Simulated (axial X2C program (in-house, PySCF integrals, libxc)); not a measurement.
# Low determinants of GaC⁻ at the PBE0 level, spin-free

Calculated with an axial X2C code built on PySCF integrals. Spin-free means the one-electron spin-free X2C Hamiltonian. Basis: Ga dyall-acv3z [10s10p8d5f1g], C dyall-av3z [8s7p3d2f] (cores contracted in-house); Gaussian nuclei, density fitting, unrestricted open shells. Masses: Ga 68.926 u, C 12.000 u.

Search at 1.897 Å (vertical energies from the lowest determinant):

```csv
ΔE (eV),state,electrons beyond evenly filled partner blocks,"electrons in σ, π, δ, φ"
0.00,"M_S = 1, Λ = 1","σα, π+α, π+β, π-α",19 15 4 0
0.03,"M_S = 1, Λ = 0","π+α, π-α",20 14 4 0
0.27,"M_S = 0, Λ = 1","σβ, π+α, π+β, π-α",19 15 4 0
0.89,"M_S = 0, Λ = 2","π+α, π+β",20 14 4 0
0.89,"M_S = 0, Λ = 0","π+β, π-α",20 14 4 0
1.03,"M_S = 2, Λ = 1","σα, 2 × π+α, π-α",19 15 4 0
1.12,"M_S = 0, Λ = 0",closed shell,18 16 4 0
```

Lowest determinant, M_S = 1, Λ = 1 (beyond evenly filled blocks: σα, π+α, π+β, π-α): Re = 1.893 Å, ωe = 614.1 cm⁻¹.

The determinant in row 2 of the search, M_S = 1, Λ = 0 (beyond evenly filled blocks: π+α, π-α), was followed along the bond at PBE0; measured from the minimum of the lowest determinant it gives:

Te = 0.007 eV (56 cm⁻¹), Re = 1.956 Å, ωe = 610.8 cm⁻¹.

(1) Compare the bond of the determinant in row 2 with that of the lowest one.

The search compares states at one distance, so a state with another bond length can lie lower; it is not exhaustive and yields mostly the lowest determinant of each block pattern, so other components and higher states of one pattern are missing. These are energies of single determinants, not of spin-adapted states; PBE0 term energies can be off by some tenths of an eV, and the functional has no current term. The lowest determinant need not be the ground state where others lie within half an eV. For an anion, determinants above electron detachment are held by the basis set. The highest occupied level of some functionals is positive through self-interaction error; at Hartree–Fock it is bound. Row 1 is spin-contaminated (⟨S²⟩ = 2.15 against 2.00), so its values are not those of a pure state. Row 1 has a positive highest level at its minimum. Row 2 has a positive highest level at its minimum.

Answers

(1) At PBE0 its Re is 0.063 Å longer and its force constant, which goes as ωe², is 0.99 times that of the lowest determinant. T0 ≈ Te + Δωe/2 = 56 + (-2) = 54 cm⁻¹.
